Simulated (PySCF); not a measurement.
## Computed structure and properties of CeOF

System: CeOF (singlet in the valence; each metal's 4f electrons, 1 of them, lie in its core potential, out of spins and levels); start: template (Cs). Method: PySCF 2.14.0, RKS PBE0, Ce lcecp-1-SVP with ECP47, O def2-SVP, F def2-SVP; non-relativistic Hamiltonian with scalar-relativistic core potentials where named; density fitting; no spin-orbit coupling.

Input of the relaxation:

```python
mol = gto.M(atom='''
Ce     0.05815     0.00000    -0.16688
O      1.77885     0.00000     0.60322
F     -1.92585     0.00000     0.72102''',
    basis={'Ce': 'lcecp-1-SVP', 'O': 'def2-SVP', 'F': 'def2-SVP'},
    ecp={'Ce': 'lcecp-1-SVP'},
    charge=0, spin=0)
mf = dft.RKS(mol, xc='PBE0')
mf.grids.atom_grid = (50, 194)  # f atoms: unpruned, at least (60, 302)
mf = mf.density_fit()  # fitting sets: Ce AutoAux, O def2-universal-JKFIT, F def2-universal-JKFIT
mf.conv_tol = 1e-08; mf.max_cycle = 55
mf.kernel(dm0)  # dm0: converged density of the start geometry
# quasi-Newton relaxation in Cartesian coordinates to a largest gradient under 0.00045 Eh/bohr, steps kept in the point group
```

Run from Python with OMP_NUM_THREADS=2; the lines above give its settings. Where DIIS fails, smearing, a level shift and second-order steps follow.
It took 7.6 s on 2 threads of Arm Neoverse V2, on a shared host, from the converged density of the start.

Course of the relaxation:

| step | energy above end (eV) | largest force component within the symmetry (eV/Å) |
| --- | --- | --- |
| 0 | 0.2024 | 1.076 |
| 1 | 0.1031 | 0.467 |
| 2 | 0.0322 | 0.949 |
| 3 | 0.0096 | 0.474 |
| 4 | 0.0000 | 0.044 |
| 5 | 0.0000 | 0.019 |

Relaxed geometry (Cs):

```xyz
3

Ce    0.0455    0.0000   -0.3837
O     1.5787    0.0000    0.7281
F    -1.7130    0.0000    0.8130
```

```csv
contact,Å
Ce1–O2 (O),1.894
Ce1–F3 (F),2.127
```

On the finer grid (75, 302):

| Item | Value |
| --- | --- |
| HOMO | -6.61 eV |
| LUMO | -1.95 eV |
| Dipole about the centre of mass | 7.55 D |
| Set of Mulliken populations of Ce1 outside the core potential | s 2.07, p 6.15, d 1.70, f 0.11 |
| D3(BJ) dispersion energy (not in the energies) | -0.030 eV |

| atom | Mulliken (e) | Löwdin (e) | spin (e) |
| --- | --- | --- | --- |
| Ce1 | 0.96 | 0.81 | 0.00 |
| O2 | -0.49 | -0.45 | 0.00 |
| F3 | -0.47 | -0.37 | 0.00 |

The 4f levels lie in the core potential and are missing. Their spin isn't counted.

On the grid (50, 194), as all that follows. Harmonic modes: a minimum; lowest 166 cm⁻¹ (negative: unstable), highest 810 cm⁻¹, zero-point energy 0.093 eV.

Rigid scan of O along the line from its metal:

| distance to O2 (Å) | energy (eV) |
| --- | --- |
| 1.59 | 2.426 |
| 1.69 | 0.921 |
| 1.79 | 0.197 |
| 1.89 | 0.000 |
| 1.99 | 0.152 |
| 2.09 | 0.530 |
| 2.19 | 1.047 |
| 2.34 | 1.956 |

Taking off one F (charge -1, singlet; the rest: singlet) in vacuum, both parts rigid, costs 10.25 eV; the small basis without counterpoise inflates it. Most of it is the attraction of opposite charges; other ways to part are cheaper, and one spin state was tried for the rest.

Rigid scan of F along the line from its metal:

| distance to F3 (Å) | energy (eV) |
| --- | --- |
| 1.83 | 1.217 |
| 1.93 | 0.466 |
| 2.03 | 0.102 |
| 2.13 | 0.000 |
| 2.23 | 0.073 |
| 2.33 | 0.260 |
| 2.53 | 0.815 |
| 2.83 | 1.783 |
| 3.23 | 2.970 |
| 3.73 | 4.088 |

One start shape was tried, so this needn't be the lowest isomer.

An lcecp potential fixes the number of 4f electrons, so in runs with it no electron can move into or out of that shell.
